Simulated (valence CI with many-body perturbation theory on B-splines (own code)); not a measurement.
# Level structure of Gd⁵⁷⁺

Computed by valence CI with perturbative core correlation (CI+MBPT): five valence electrons over a frozen Dirac-Fock core [He], a basis of 11 s, 11 p, 10 d, 8 f, 5 g, 2 h functions for each j, with the one-electron correlation potential Σ1, the two-electron term Σ2, the three-electron term Σ3, Breit, model QED; selected CI, second order for the rest, scaled by the run's own slope (own B-spline code, finite nucleus).

The last digits are not significant, and no measured levels were compared; by estimate large intervals hold to a few tenths of a per cent, small ones and those within an open d or f shell to about a per cent. Among the levels kept, up to 7300 cm⁻¹ of a level comes from second order outside the variational space, and about a tenth of that is noise between levels of different J, which matters for small intervals.

Levels 136 to 180 of 200, with energies above the lowest level, (2s^2 2p1/2^2 2p3/2) J=3/2. "Leading %" is the weight of the configuration and term that name the level; weights of strongly mixed levels are sums over their largest components and can fall short. In the jj column 3d3/2^4 stands for four electrons in 3d with j = 3/2. Lifetimes count E1, E2, E3, M1 and M2 decay at the calculated energies, and are blank where another channel may lead or the interval is too uncertain; long ones can be off by a factor of two.

| No. | Configuration | Term | J | E (× 10³ cm⁻¹) | Leading % | Second component | g | Lifetime | Leading jj |
| --- | --- | --- | --- | --- | --- | --- | --- | --- | --- |
| 136 | 2s2p³3d | ⁶D° | 5/2 | 69277 | 37 | 29 % 2s2p³3d ⁴F° | 1.273 | 5.15 fs | 2s 2p1/2 2p3/2^2 3d3/2 (96 %) |
| 137 | 2s2p³3p | ⁴P | 3/2 | 69329 | 28 | 21 % 2s2p³3p ⁴D | 1.382 | 11.4 fs | 2s 2p1/2 2p3/2^2 3p3/2 (90 %) |
| 138 | 2s2p³3d | ⁴G° | 7/2 | 69350 | 35 | 24 % 2s2p³3d ⁶D° | 1.219 | 3.23 fs | 2s 2p1/2 2p3/2^2 3d3/2 (96 %) |
| 139 | 2p⁴3s | ²P | 3/2 | 69398 | 34 | 20 % 2p⁴3s ²D | 1.243 | 8.56 fs | 2p1/2^2 2p3/2^2 3s (61 %) |
| 140 | 2s2p³3p | ²P | 1/2 | 69451 | 59 | 14 % 2s2p³3p ⁴D | 0.859 | 14.2 fs | 2s 2p1/2 2p3/2^2 3p3/2 (92 %) |
| 141 | 2s2p³3p | ²P | 1/2 | 69467 | 24 | 17 % 2p⁴3s ²S | 1.413 | 6.03 fs | 2s 2p1/2 2p3/2^2 3p3/2 (72 %) |
| 142 | 2s2p³3p | ⁴P | 3/2 | 69506 | 29 | 20 % 2s2p³3p ²P | 1.316 | 8.89 fs | 2s 2p1/2 2p3/2^2 3p3/2 (92 %) |
| 143 | 2s2p³3p | ²F | 7/2 | 69515 | 79 | 14 % 2s2p³3p ⁴F | 1.168 | 5.58 fs | 2s 2p1/2 2p3/2^2 3p3/2 (99 %) |
| 144 | 2s2p³3p | ⁴P | 5/2 | 69519 | 39 | 16 % 2p⁴3s ⁴P | 1.347 | 7.13 fs | 2s 2p1/2 2p3/2^2 3p3/2 (76 %) |
| 145 | 2s2p³3p | ²D | 5/2 | 69564 | 46 | 22 % 2s2p³3p ⁴D | 1.273 | 26.9 fs | 2s 2p1/2 2p3/2^2 3p3/2 (97 %) |
| 146 | 2s2p³3d | ⁴G° | 9/2 | 69593 | 62 | 22 % 2s2p³3d ²G° | 1.177 | 477 fs | 2s 2p1/2 2p3/2^2 3d3/2 (83 %) |
| 147 | 2s2p³3p | ²D | 3/2 | 69616 | 33 | 22 % 2s2p³3p ²P | 1.287 | 6.54 fs | 2s 2p1/2 2p3/2^2 3p3/2 (97 %) |
| 148 | 2s2p³3p | ²D | 5/2 | 69638 | 49 | 17 % 2s2p³3p ⁴D | 1.242 | 27.0 fs | 2s 2p1/2 2p3/2^2 3p3/2 (96 %) |
| 149 | 2s2p³3d | ⁶D° | 9/2 | 69655 | 42 | 27 % 2s2p³3d ²G° | 1.332 | 651 fs | 2s 2p1/2 2p3/2^2 3d5/2 (84 %) |
| 150 | 2s2p³3d | ⁴D° | 5/2 | 69665 | 34 | 31 % 2s2p³3d ⁴P° | 1.348 | 1.00 fs | 2s 2p1/2 2p3/2^2 3d3/2 (88 %) |
| 151 | 2s2p³3d | ⁴D° | 7/2 | 69669 | 38 | 36 % 2s2p³3d ⁴F° | 1.272 | 1.45 fs | 2s 2p1/2 2p3/2^2 3d3/2 (94 %) |
| 152 | 2s2p³3d | ⁴P° | 3/2 | 69682 | 33 | 24 % 2s2p³3d ⁴S° | 1.574 | 772 as | 2s 2p1/2 2p3/2^2 3d3/2 (80 %) |
| 153 | 2s2p³3d | ⁴D° | 7/2 | 69688 | 44 | 21 % 2s2p³3d ⁶D° | 1.332 | 24.6 fs | 2s 2p1/2 2p3/2^2 3d5/2 (95 %) |
| 154 | 2s2p³3p | ²P | 1/2 | 69770 | 60 | 29 % 2s2p³3p ⁴P | 1.363 | 13.4 fs | 2s 2p1/2 2p3/2^2 3p3/2 (94 %) |
| 155 | 2s2p³3p | ²D | 3/2 | 69820 | 46 | 24 % 2s2p³3p ²P | 1.051 | 9.77 fs | 2s 2p1/2 2p3/2^2 3p3/2 (95 %) |
| 156 | 2s2p³3d | ⁴D° | 1/2 | 69841 | 65 | 14 % 2s2p³3d ⁴P° | 0.657 | 2.84 fs | 2s 2p1/2 2p3/2^2 3d5/2 (89 %) |
| 157 | 2p⁴3s | ²S | 1/2 | 69889 | 37 | 15 % 2p⁴3s ⁴P | 1.757 | 6.70 fs | 2p1/2^2 2p3/2^2 3s (59 %) |
| 158 | 2s2p³3d | ⁴D° | 5/2 | 69915 | 20 | 13 % 2s2p³3d ⁴P° | 1.244 | 1.49 fs | 2s 2p1/2 2p3/2^2 3d5/2 (52 %) |
| 159 | 2s2p³3d | ⁴D° | 3/2 | 69919 | 29 | 21 % 2s2p³3d ⁴F° | 1.037 | 2.09 fs | 2s 2p1/2 2p3/2^2 3d5/2 (60 %) |
| 160 | 2s2p³3d | ⁴D° | 5/2 | 69977 | 33 | 13 % 2p⁴3p ²D° | 1.224 | 1.74 fs | 2p1/2^2 2p3/2^2 3p1/2 (46 %) |
| 161 | 2p⁴3p | ⁴P° | 3/2 | 69979 | 24 | 13 % 2p⁴3p ⁴S° | 1.462 | 5.93 fs | 2p1/2^2 2p3/2^2 3p1/2 (75 %) |
| 162 | 2s2p³3d | ⁴G° | 11/2 | 69979 | 100 |  | 1.252 | 1.55 ps | 2s 2p1/2 2p3/2^2 3d5/2 (100 %) |
| 163 | 2s2p³3d | ⁴F° | 9/2 | 70006 | 64 | 34 % 2s2p³3d ²G° | 1.236 | 450 fs | 2s 2p1/2 2p3/2^2 3d5/2 (98 %) |
| 164 | 2s2p³3d | ⁴F° | 3/2 | 70058 | 45 | 18 % 2s2p³3d ⁴D° | 0.819 | 1.73 fs | 2s 2p1/2 2p3/2^2 3d3/2 (62 %) |
| 165 | 2s2p³3d | ²S° | 1/2 | 70115 | 49 | 23 % 2s2p³3d ⁴P° | 1.611 | 2.28 fs | 2s 2p1/2 2p3/2^2 3d5/2 (77 %) |
| 166 | 2s2p³3d | ²F° | 5/2 | 70149 | 32 | 17 % 2s2p³3d ⁴G° | 0.967 | 19.4 fs | 2s 2p1/2 2p3/2^2 3d3/2 (88 %) |
| 167 | 2s2p³3d | ⁴D° | 3/2 | 70154 | 32 | 23 % 2s2p³3d ⁴F° | 0.968 | 5.41 fs | 2s 2p1/2 2p3/2^2 3d3/2 (85 %) |
| 168 | 2s2p³3d | ²G° | 7/2 | 70159 | 55 | 16 % 2s2p³3d ⁴D° | 1.028 | 4.96 fs | 2s 2p1/2 2p3/2^2 3d3/2 (60 %) |
| 169 | 2s2p³3d | ⁴D° | 1/2 | 70168 | 43 | 30 % 2s2p³3d ²P° | 0.564 | 1.48 fs | 2s 2p1/2 2p3/2^2 3d3/2 (81 %) |
| 170 | 2s2p³3d | ²D° | 5/2 | 70233 | 27 | 13 % 2s2p³3d ⁴F° | 1.098 | 3.95 fs | 2s 2p1/2 2p3/2^2 3d3/2 (69 %) |
| 171 | 2s2p³3d | ²D° | 3/2 | 70235 | 29 | 24 % 2s2p³3d ²P° | 1.253 | 1.49 fs | 2s 2p1/2 2p3/2^2 3d5/2 (72 %) |
| 172 | 2s2p³3d | ²F° | 7/2 | 70278 | 55 | 25 % 2s2p³3d ²G° | 1.090 | 2.27 fs | 2s 2p1/2 2p3/2^2 3d5/2 (57 %) |
| 173 | 2p⁴3p | ²P° | 1/2 | 70279 | 30 | 23 % 2s2p³3d ⁴D° | 0.628 | 1.07 fs | 2p1/2^2 2p3/2^2 3p1/2 (47 %) |
| 174 | 2s2p³3d | ²D° | 5/2 | 70347 | 36 | 26 % 2s2p³3d ²F° | 1.095 | 1.15 fs | 2s 2p1/2 2p3/2^2 3d5/2 (61 %) |
| 175 | 2s2p³3d | ²D° | 5/2 | 70378 | 35 | 29 % 2s2p³3d ²F° | 1.067 | 1.43 fs | 2s 2p1/2 2p3/2^2 3d3/2 (84 %) |
| 176 | 2s2p³3d | ²P° | 3/2 | 70379 | 45 | 19 % 2s2p³3d ²D° | 1.196 | 1.12 fs | 2s 2p1/2 2p3/2^2 3d3/2 (78 %) |
| 177 | 2s2p³3d | ²D° | 3/2 | 70411 | 39 | 21 % 2s2p³3d ²P° | 1.066 | 992 as | 2s 2p1/2 2p3/2^2 3d3/2 (96 %) |
| 178 | 2s2p³3d | ²P° | 1/2 | 70456 | 55 | 31 % 2s2p³3d ²S° | 1.109 | 982 as | 2s 2p1/2 2p3/2^2 3d3/2 (79 %) |
| 179 | 2s2p³3d | ⁴P° | 5/2 | 70503 | 32 | 24 % 2s2p³3d ⁴D° | 1.295 | 2.23 fs | 2s 2p1/2 2p3/2^2 3d5/2 (91 %) |
| 180 | 2s2p³3d | ⁴D° | 1/2 | 70530 | 25 | 24 % 2p⁴3p ²P° | 0.634 | 3.63 fs | 2s 2p1/2 2p3/2^2 3d3/2 (60 %) |

Where two levels of one J and parity lie close, their mixing, g and order are uncertain.
